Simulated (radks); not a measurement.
All-electron atom: I I in [Kr] 4d10 5s2 5p4.5 6p0.5 (fractional occupations, a model configuration).

All-electron calculation, scalar-relativistic Kohn-Sham, PBE, spin-unpolarised, spherical densities, finite nucleus; Fermi nuclear charge, rms radius 4.75 fm. Program: a radial shooting solver on a logarithmic mesh with Libxc functionals.

Energy parts (hartree):
part                        energy
total                  -7116.01811
kinetic                 7468.87284
electron-nucleus      -17212.05077
Hartree                 2808.04621
exchange-correlation    -180.88638

Orbitals (lengths in bohr, moments of r in powers of bohr; r(90%) holds 90 % of the orbital's charge):
\begin{tabular}{lrrrr}
orbital & occ. & eigenvalue (hartree) & <r> & r(90%) \\ \hline
1s & 2 & -1212.196 & 0.02722 & 0.0490 \\
2s & 2 & -187.3876 & 0.1172 & 0.181 \\
2p & 6 & -168.2051 & 0.1025 & 0.167 \\
3s & 2 & -37.91180 & 0.3141 & 0.461 \\
3p & 6 & -31.69485 & 0.3121 & 0.468 \\
3d & 10 & -22.38318 & 0.2886 & 0.453 \\
4s & 2 & -6.74975 & 0.7400 & 1.07 \\
4p & 6 & -4.80154 & 0.7919 & 1.16 \\
4d & 10 & -1.96079 & 0.9208 & 1.40 \\
5s & 2 & -0.74166 & 1.945 & 2.84 \\
5p & 4.5 & -0.35233 & 2.398 & 3.58 \\
6s & 0 & -0.06265 & 6.832 & 10.4 \\
6p & 0.5 & -0.02919 & 10.13 & 14.9 \\
5d & 0 & -0.01350 & 10.55 & 16.9 \\
\end{tabular}

The highest occupied level is 6p at -0.794 eV. The configuration is held as typed, so some empty levels lie below it. Summed over all electrons, <r^2> = 113.7 bohr^2, which gives a Langevin (diamagnetic) susceptibility term of -90.1 x 10^-6 cm^3/mol. The electron density at the nucleus is 2.57e+05 e/bohr^3 (large components only).
